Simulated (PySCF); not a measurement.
H₆BN, charge +1, doublet, geometry from GFN2-xTB (a state made from the parent by changing its charge; the spin is typed, not shown lowest); BHANDHLYP/STO-3G in PySCF.

Input for PySCF:
```python
from pyscf import gto, scf, dft

mol = gto.Mole()
mol.atom = '''
    B    -0.851037    0.060965   -0.059266
    N     0.704006   -0.076802    0.021988
    H    -1.310669   -0.658179   -0.862416
    H    -1.210109    1.215258   -0.097623
    H    -1.371797    0.056648    1.032333
    H     0.958971   -1.043415    0.247455
    H     1.138764    0.537814    0.714400
    H     1.121981    0.124665   -0.891736
'''
mol.basis = 'sto-3g'
mol.charge = 1
mol.spin = 1
mol.verbose = 4
mol.build()

mf = dft.UKS(mol)
mf.xc = 'bhandhlyp'
mf.grids.atom_grid = (99, 590)
mf.grids.prune = None
mf.kernel()
```

Problem. Predict the main parts of the log of this PySCF run.

Solution. 
```
PySCF version 2.14.0

[INPUT] verbose = 4
[INPUT] num. atoms = 8
[INPUT] num. electrons = 17
[INPUT] charge = 1
[INPUT] spin (= nelec alpha-beta = 2S) = 1
[INPUT] symmetry False subgroup None
[INPUT] Mole.unit = angstrom
[INPUT] Symbol           X                Y                Z      unit          X                Y                Z       unit  Magmom
[INPUT]  1 B     -0.851037000000   0.060965000000  -0.059266000000 AA   -1.608226851871   0.115207153184  -0.111996508498 Bohr   0.0
[INPUT]  2 N      0.704006000000  -0.076802000000   0.021988000000 AA    1.330378530051  -0.145134745819   0.041551298027 Bohr   0.0
[INPUT]  3 H     -1.310669000000  -0.658179000000  -0.862416000000 AA   -2.476805449958  -1.243778050940  -1.629730045443 Bohr   0.0
[INPUT]  4 H     -1.210109000000   1.215258000000  -0.097623000000 AA   -2.286774590871   2.296504790687  -0.184480733458 Bohr   0.0
[INPUT]  5 H     -1.371797000000   0.056648000000   1.032333000000 AA   -2.592320628500   0.107049205504   1.950826639351 Bohr   0.0
[INPUT]  6 H      0.958971000000  -1.043415000000   0.247455000000 AA    1.812192551400  -1.971768584263   0.467622178154 Bohr   0.0
[INPUT]  7 H      1.138764000000   0.537814000000   0.714400000000 AA    2.151952080514   1.016321165957   1.350020343389 Bohr   0.0
[INPUT]  8 H      1.121981000000   0.124665000000  -0.891736000000 AA    2.120236806966   0.235582707319  -1.685136815415 Bohr   0.0

nuclear repulsion = 41.3730457603772
number of shells = 12
number of NR pGTOs = 48
number of NR cGTOs = 16
basis = sto-3g
ecp = {}

******** <class 'pyscf.dft.uks.UKS'> ********
method = UKS
initial guess = minao
damping factor = 0
level_shift factor = 0
DIIS = <class 'pyscf.scf.diis.CDIIS'>
diis_start_cycle = 1
diis_space = 8
diis_damp = 0
SCF conv_tol = 1e-09
SCF conv_tol_grad = None
SCF max_cycles = 50
direct_scf = True
direct_scf_tol = 1e-13
number electrons alpha = 9  beta = 8
XC library pyscf.dft.libxc version 7.1.2
    S. Lehtola, C. Steigemann, M. J. T. Oliveira, and M. A. L. Marques,  SoftwareX 7, 1–5 (2018)
XC functionals = bhandhlyp
    A. D. Becke,  J. Chem. Phys. 98, 1372 (1993)
    Defined through Gaussian implementation.
radial grids:
    Treutler-Ahlrichs [JCP 102, 346 (1995); DOI:10.1063/1.469408] (M4) radial grids

becke partition: Becke, JCP 88, 2547 (1988); DOI:10.1063/1.454033
pruning grids: None
grids dens level: 3
symmetrized grids: False
atomic radii adjust function: <function treutler_atomic_radii_adjust>
User specified grid scheme (99, 590)
small_rho_cutoff = 0
Set gradient conv threshold to 3.16228e-05
tot grids = 467280
init E= -82.1178281634974

cycle= 1 E= -81.7969390297034  delta_E= 0.321  |g|= 0.112  |ddm|= 2.02
cycle= 2 E= -81.8101100326639  delta_E= -0.0132  |g|= 0.0326  |ddm|= 0.227
cycle= 3 E= -81.8108531356644  delta_E= -0.000743  |g|= 0.0143  |ddm|= 0.0589
cycle= 4 E= -81.8109957678093  delta_E= -0.000143  |g|= 0.00282  |ddm|= 0.0201
cycle= 5 E= -81.8110043197563  delta_E= -8.55e-06  |g|= 0.000684  |ddm|= 0.00595
cycle= 6 E= -81.8110049162925  delta_E= -5.97e-07  |g|= 0.000103  |ddm|= 0.00176
cycle= 7 E= -81.8110049312175  delta_E= -1.49e-08  |g|= 1.35e-05  |ddm|= 0.000288
cycle= 8 E= -81.8110049315436  delta_E= -3.26e-10  |g|= 3.12e-06  |ddm|= 3.7e-05
Extra cycle  E= -81.8110049315574  delta_E= -1.38e-11  |g|= 1.52e-06  |ddm|= 6.09e-06
converged SCF energy = -81.8110049315574  <S^2> = 0.75419456  2S+1 = 2.0041902
```
